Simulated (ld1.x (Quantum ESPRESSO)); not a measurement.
## Ranking RRKJ potentials for K

All share these settings but for the change named:

K, norm-conserving RRKJ (Kleinman–Bylander form), made with ld1.x (Quantum ESPRESSO) 7.5 (PBE, scalar-relativistic). Core [Ar], reference 3d0 4s0.5 4p0 (charge +0.5). Waves: 4p (bound, empty): rc 3.40 bohr; 3d (bound, empty): rc 4.20 bohr; 4s (bound): rc 3.85 bohr. Local part: the s channel. Core correction: none. rho0 = 0.001.

Test errors are all-electron minus pseudo excitation energies from the reference, over 3d0 4s1 4p0; 3d0 4s0 4p1; 3d1 4s0 4p0; 3d0.5 4s0.5 4p0. None of these files shows a bound ghost.

The base gives 83.6 meV.

Of 9 variants that were run, those that failed, showed a ghost or another fault, or gave nearly equal values are left out.

Problem. Rank these variants by their largest absolute test error, smallest first.
A. core correction a·sin(br)/r model core inside 4.10 bohr
B. core correction a·sin(br)/r model core inside 3.50 bohr
C. core correction a·sin(br)/r model core inside 2.42 bohr
D. core correction a·sin(br)/r model core inside 2.12 bohr
E. core correction a·sin(br)/r model core inside 3.00 bohr

Solution. C (1.2 meV), D (1.5 meV), E (5.8 meV), B (22.0 meV), A (39.2 meV).
